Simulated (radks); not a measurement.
Values are calculated unless marked as measured or tabulated.
Q: Sb3.75+, 47.25 electrons, occupied as [Ar] 3d10 4s2 4p5.25 4d10 5s2 (fractional occupations, a model configuration). Level of theory: scalar-relativistic Kohn-Sham, r2SCAN, spin-unpolarised, spherical densities, finite nucleus; meta-GGA in the generalised Kohn-Sham scheme; Fermi nuclear charge, rms radius 4.6802 fm (a radial shooting solver on a logarithmic mesh with Libxc functionals). Some entries of the table are withheld. Estimate them.

| orbital | occ. | eigenvalue (eV) | r(max) (bohr) |
|---|---|---|---|
| 1s | 2 | -30409.31 | 0.01835 |
| 2s | 2 | -4684.164 | 0.1036 |
| 2p | 6 | -4207.176 | (1) |
| 3s | 2 | -962.9423 | 0.2994 |
| 3p | 6 | -806.3339 | 0.2931 |
| 3d | 10 | -567.8135 | (2) |
| 4s | 2 | -198.2267 | 0.7219 |
| 4p | 5.25 | -149.7244 | 0.7601 |
| 4d | 10 | -78.4488 | 0.8370 |
| 5s | 2 | -48.9678 | 1.760 |

A: 
(1) 2p r(max) (bohr): 0.08306
(2) 3d r(max) (bohr): 0.2447
